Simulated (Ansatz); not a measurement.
`O[Si]([SiH3])(Cl)Br` + H₂ → `O[SiH]([SiH3])Cl` + HBr at 700 K and 1 bar (hydrogenolysis of the Si–Br bond).

Program: Ansatz. Geometries: PBE0-D4/def2-TZVP. ΔE: electronic, gas phase. CBS: MP2 limit from def2 TZ/QZ plus the TZ coupled-cluster correction, frozen cores. This one scheme is used for every species. For Br outer-core shells are correlated without core-valence functions, which leaves a few kJ/mol of doubt a bond. Scalar relativity is left out up to krypton. One conformer a species, not always the lowest.

| species | CCSD(T)/CBS energy (Eh) | H − E (kJ/mol) | S (J/(mol·K)) |
| --- | --- | --- | --- |
| `O[Si]([SiH3])(Cl)Br` | -3688.98681 | 197.3 | 520.6 |
| H₂ | -1.17544 | 46.8 | 155.3 |
| `O[SiH]([SiH3])Cl` | -1116.20942 | 206.9 | 466.7 |
| HBr | -2573.91920 | 36.5 | 223.7 |

H − E and S are ideal-gas, rigid-rotor, harmonic terms from PBE0-D4/def2-TZVP, for one conformer and one mirror image of each species. The MP2-based limit puts H₂ 0.8 mEh under its directly extrapolated value; such offsets cancel only in part. 1 Eh = 2625.50 kJ/mol, R = 8.31446 J/(mol·K).

**Question.** By hand: ΔE, ΔH, ΔS and ΔG.

**Answer.** ΔE = (-1116.20942) + (-2573.91920) − (-3688.98681) − (-1.17544) = 0.03363 Eh = 88.3 kJ/mol. Δ(H − E) = 206.9 + 36.5 − 197.3 − 46.8 = -0.7, so ΔH = 87.6 kJ/mol. ΔS = 466.7 + 223.7 − 520.6 − 155.3 = 14.5 J/(mol·K). ΔG = 87.6 − 700 × (14.5)/1000 = 77.4 kJ/mol.

**Question.** By hand: the equilibrium constant, and the temperature at which ΔG would vanish if ΔH and ΔS stayed fixed.

**Answer.** log₁₀ K = −ΔG/(RT ln 10) = -5.8. ΔG = 0 at ΔH/ΔS = 6041 K, far beyond where these terms or the molecules hold.

The number of gas molecules stays the same, so ΔS is small and ΔH decides. A doubt of 5 kJ/mol in ΔE shifts log₁₀ K by 0.4 here. Other conformers and mirror images would add mixing entropy, several J/(mol·K) or more a flexible species. These are equilibria of isolated gas molecules and say nothing of rates. Largest T1 diagnostic: 0.012 (customary marks: 0.02 for closed shells, 0.045 for open ones).
